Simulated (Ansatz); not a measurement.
Reaction (ligand exchange at a Ga–F bond): `[OH][Ga]([F])[SH]` + dimethylamine → `C[N](C)[Ga]([OH])[SH]` + H–F

Program: Ansatz. Geometries: PBE0-D4/def2-TZVP. ΔE: electronic, gas phase. CCSD(T)/CBS adds triple-zeta CCSD(T) − MP2 to the extrapolated MP2 energy (def2 sets, frozen cores). This one scheme is used for every species. DFT in def2-TZVPP. B3LYP here is the variant with VWN-RPA as its local correlation; programs differ in this. For Ga outer-core shells are correlated without core-valence functions, which leaves a few kJ/mol of doubt a bond. Scalar relativity is left out up to krypton. One conformer a species, not always the lowest.

| level | ΔE (kJ/mol) | difference from CCSD(T)/CBS |
| --- | --- | --- |
| PBE-D4 | 50.5 | 10.8 |
| r2SCAN-D4 | 56.9 | 17.2 |
| PBE0-D4 | 49.2 | 9.5 |
| B3LYP-D4 | 52.7 | 13.0 |
| ωB97X-V | 57.6 | 17.9 |
| ωB97M-V | 55.3 | 15.6 |
| B2PLYP | 59.4 | 19.7 |
| PBE | 60.7 | 21.0 |
| r2SCAN | 59.9 | 20.2 |
| PBE0 | 58.4 | 18.7 |
| B3LYP | 68.8 | 29.1 |
| HF/def2-TZVPP | 78.8 | 39.1 |
| MP2/def2-TZVPP | 39.5 | -0.2 |
| SCS-MP2/def2-TZVPP | 48.4 | 8.7 |
| CCSD/def2-TZVPP | 49.0 | 9.3 |
| CCSD(T)/def2-TZVPP | 44.7 | 5.0 |
| HF/def2-QZVPP | 80.3 | 40.6 |
| MP2/def2-QZVPP | 37.1 | -2.6 |
| SCS-MP2/def2-QZVPP | 46.6 | 6.9 |
| HF/CBS(def2) | 80.5 | 40.8 |
| MP2/CBS(def2) | 34.4 | -5.3 |
| CCSD/CBS(def2) | 44.0 | 4.3 |
| CCSD(T)/CBS | 39.7 | 0 |

Largest T1 diagnostic among the species: 0.014.

The D4 term adds −16.1 kJ/mol with B3LYP and −9.2 kJ/mol with PBE0; it sums over pairs of atoms, weighted by their polarisabilities, and B3LYP, whose exchange is more repulsive, gets the larger term. In def2-TZVPP, CCSD(T) changes the Hartree–Fock value by −34.1 kJ/mol (the triples alone add −4.3 kJ/mol) and MP2 by −39.4 kJ/mol.
